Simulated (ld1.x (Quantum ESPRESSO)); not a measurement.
**Transferability test, RRKJ potential for B (Z = 5)**

ld1.x (Quantum ESPRESSO) 7.5 input, shortened:

```
&input
   title='B', zed=5., rel=1, dft='PZ', iswitch=3,
   config='[He] 2s2 2p1 3d-2'
 /
 &inputp
   pseudotype=2, tm=.false., lloc=-1, rcloc=0.85,
   nlcc=.false.
 /
3
2S  1  0   2.00   0.00  1.10  1.10  0.0
2P  2  1   1.00   0.00  2.75  2.75  0.0
3D  3  2  -2.00   0.10  2.65  2.65  0.0
 &test
   configts(1)='2s2 2p1'
 /
```

Energies are relative to the spin-unpolarised reference configuration 2s2 2p1; without spin polarisation the order of configurations can differ from experiment. Spin-polarised rows fill each open shell by Hund’s rule, majority spin first.

| valence configuration | charge | ΔE all-electron (eV) | error AE − PS (meV) |
| --- | --- | --- | --- |
| 2s2 2p0 | +1 | 8.327 | +81 |
| 2s1 2p0 | +2 | 33.631 | +295 |
| 2s1 2p2 | 0 | 5.686 | -8.3 |
| 2s0 2p3 | 0 | 11.401 | -30 |
| 2s2 2p1.3 | -0.3 | -0.772 | +1.0 |
| 2s1 2p1 | +1 | 14.283 | -28 |
| 2s2 2p1 (spin-polarised) | 0 | -0.235 | +16 |
| 2s1 2p0 (spin-polarised) | +2 | 32.903 | +384 |

Problem. What are ΔE and the potential's error for 2s2 2p0.5?

Solution. ΔE = 2.943 eV all-electron; the error (AE − PS) is +11 meV.
